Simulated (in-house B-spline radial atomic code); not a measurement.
Se: [Ar] 3d10 4s1 4p4 5d1 (an excited or competing configuration)

Level of theory: non-relativistic PBE0, spin-polarised, spherical fractional occupations, exact exchange averaged over the configuration, point nucleus; calculated with a B-spline radial code for spherical atoms.

Z_r = [3n² - l(l+1)]/(2<r>); Z_e = n√(-2ε); the last column is Slater's effective charge. Values are occupation-weighted means over spin.

```json
{"shell": "1s", "electrons": "2", "ε (eV)": "-12371", "<r> (bohr)": "0.04499", "Z_r": "33.34", "Z_e": "30.15", "Slater": "33.70"}
{"shell": "2s", "electrons": "2", "ε (eV)": "-1593.7", "<r> (bohr)": "0.1998", "Z_r": "30.03", "Z_e": "21.65", "Slater": "29.85"}
{"shell": "2p", "electrons": "6", "ε (eV)": "-1430.6", "<r> (bohr)": "0.1728", "Z_r": "28.94", "Z_e": "20.51", "Slater": "29.85"}
{"shell": "3s", "electrons": "2", "ε (eV)": "-225.02", "<r> (bohr)": "0.584", "Z_r": "23.11", "Z_e": "12.20", "Slater": "22.75"}
{"shell": "3p", "electrons": "6", "ε (eV)": "-168.51", "<r> (bohr)": "0.5934", "Z_r": "21.07", "Z_e": "10.56", "Slater": "22.75"}
{"shell": "3d", "electrons": "10", "ε (eV)": "-68.472", "<r> (bohr)": "0.6247", "Z_r": "16.81", "Z_e": "6.73", "Slater": "12.85"}
{"shell": "4s", "electrons": "1", "ε (eV)": "-28.189", "<r> (bohr)": "1.765", "Z_r": "13.60", "Z_e": "5.76", "Slater": "7.30"}
{"shell": "4p", "electrons": "4", "ε (eV)": "-15.37", "<r> (bohr)": "2.098", "Z_r": "10.96", "Z_e": "4.25", "Slater": "7.30"}
{"shell": "5d", "electrons": "1", "ε (eV)": "-0.86153", "<r> (bohr)": "14.25", "Z_r": "2.42", "Z_e": "1.26", "Slater": "1.00"}
```

The least bound orbital is 5d up at -0.8615 eV, and it is also the most diffuse (<r> = 14.25 bohr).
